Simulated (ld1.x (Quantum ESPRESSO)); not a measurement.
# Transferability test, TM potential for technetium

technetium, norm-conserving Troullier–Martins (Kleinman–Bylander form), made with ld1.x (Quantum ESPRESSO) 7.5 (LDA (PZ), scalar-relativistic). Core [Kr], reference 4d5 5s2 5p0. Waves: 5s (bound): rc 2.30 bohr; 4d (bound): rc 2.30 bohr; 5p (bound, empty): rc 2.95 bohr. Local part: the p channel. Core correction: a·sin(br)/r model core, default radius (core density twice the valence density).

Energies are relative to the spin-unpolarised reference configuration 4d5 5s2 5p0; without spin polarisation the order of configurations can differ from experiment. Spin-polarised rows fill each open shell by Hund’s rule, majority spin first.

| valence configuration | charge | ΔE all-electron (eV) | error AE − PS (meV) |
| --- | --- | --- | --- |
| 4d5 5s1 5p0 | +1 | 8.432 | -5.1 |
| 4d4 5s0 5p0 | +3 | 52.562 | -327 |
| 4d5 5s0 5p1 | +1 | 13.113 | -13 |
| 4d4 5s2 5p0 | +1 | 11.801 | -90 |
| 4d5 5s0 5p2 | 0 | 7.895 | -10 |
| 4d6 5s0 5p0 | +1 | 6.549 | -164 |
| 4d5 5s1 5p0 (spin-polarised) | +1 | 3.832 | +318 |

What are ΔE and the potential's error for 4d5 5s2 5p0 (spin-polarised)?

ΔE = -3.495 eV all-electron; the error (AE − PS) is +275 meV.

What are ΔE and the potential's error for 4d5 5s0 5p0?

ΔE = 23.634 eV all-electron; the error (AE − PS) is -46 meV.
